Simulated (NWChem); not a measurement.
Species: AlBr$_{2}$Cl; SMILES [Cl][Al]([Br])[Br]

```xyz
4

Al     0.0000     0.0000     0.4224
Cl     0.0000     0.0000     2.5160
Br    -1.9521     0.0000    -0.6895
Br     1.9521     0.0000    -0.6895
```
Atoms are numbered in this order, from 1.

All runs: NWChem. The geometry was optimised at B3LYP/6-31G* (spherical d). Vertical excitations in the gas phase; the lowest state need not have the same character in each row.

For level Hartree-Fock/def2-SVP, TDHF:

- lowest excitation, singlet (eV) = 7.53
- oscillator strength of that lowest state = 0.014
- lowest state with f > 0.02, singlet (eV) = 8.06
- orbital gap (eV) = 13.21

### Question
How do the values read with level PBE/def2-SVP, full TDDFT instead?

### Answer
lowest excitation, singlet (eV): 5.21
oscillator strength of that lowest state: 0.003
lowest state with f > 0.02, singlet (eV): 5.73
orbital gap (eV): 5.09
